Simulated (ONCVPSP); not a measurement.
## What the settings do to the ONCV potential of nitrogen

Base potential:

```json
{
 "Element": "N",
 "Generator": "ONCVPSP 4.0.1",
 "Type": "optimised norm-conserving Vanderbilt (ONCV)",
 "Functional": "PBE",
 "Relativity": "scalar-relativistic",
 "Frozen core": "[He]",
 "Valence charge": "5",
 "Reference configuration": "2s2 2p2 (charge +1)",
 "Partial waves": "2s: rc 0.75 bohr, ncon 5, nbas 9, qcut 7.6 1/bohr, 2 projectors, debl 3.3 Ha; 2p: rc 2.10 bohr, ncon 4, nbas 8, qcut 7 1/bohr, 2 projectors, debl 2.5 Ha; d scattering state at 0.32 Ha: rc 2.00 bohr, ncon 4, nbas 8, qcut 4.2 1/bohr, 2 projectors, debl 3.5 Ha",
 "Local potential": "polynomial inside 0.55 bohr (lpopt 1, dvloc0 0 Ha)",
 "Core correction": "Teter function, fcfact 4.5, rcfact 1.5"
}
```

Cutoffs, loose and tight: the cutoffs (Ha) at which the residual kinetic energy of the hardest occupied pseudo-wave falls to 1 and 0.1 mHa per electron. They do not see the model core or the augmentation charge, which bear on the density cutoff. Test errors are all-electron minus pseudo excitation energies from the reference, over the configurations 2s2 2p3; 2s2 2p1; 2s2 2p0; 2s1 2p4. A dash means not determined; rows that change the core or the reference have their own tests.

| change | outcome | cutoff, loose | cutoff, tight | bound ghosts | GHOST(+) flags above zero | largest test error (meV) |
| --- | --- | --- | --- | --- | --- | --- |
| base | generated | 174 Ha | 379 Ha | none | s, d | +1331 |
| p: qcut 4 | generated | 174 Ha | 379 Ha | none | s, p, d | +2993 |
| p: qcut 4.8 | generated | 174 Ha | 379 Ha | none | s, p, d | +2327 |
| p: qcut 5.4 | generated | 174 Ha | 379 Ha | none | s, d | +1956 |
| p: qcut 7.1 | generated | 174 Ha | 379 Ha | none | s, d | +1303 |
| p: qcut 8.5 | generated | 174 Ha | 379 Ha | none | s, d | +980 |
| p: qcut 9.1 | generated | 174 Ha | 379 Ha | none | s, d | +931 |
| p: qcut 9.7 | generated | 174 Ha | 379 Ha | none | s, d | +873 |
| p: qcut 10.3 | generated | 174 Ha | 379 Ha | none | s, d | +852 |

Q: What comes out with this change to the base: p: qcut 7.9?

A: outcome: generated; cutoff, loose: 174 Ha; cutoff, tight: 379 Ha; bound ghosts: none; GHOST(+) flags above zero: s, d; largest test error (meV): +1108.

Q: What comes out with this change to the base: p: qcut 6.5?

A: outcome: generated; cutoff, loose: 174 Ha; cutoff, tight: 379 Ha; bound ghosts: none; GHOST(+) flags above zero: s, d; largest test error (meV): +1483.

Reading the sweep of the qcut of the p channel (base included, trends over the rows without a ghost): The loose cutoff stays near 174 Ha. The median size of the test errors (rows with all tests solved) falls from 499.3 meV at 4 to 122.5 meV at 10.3 1/bohr.
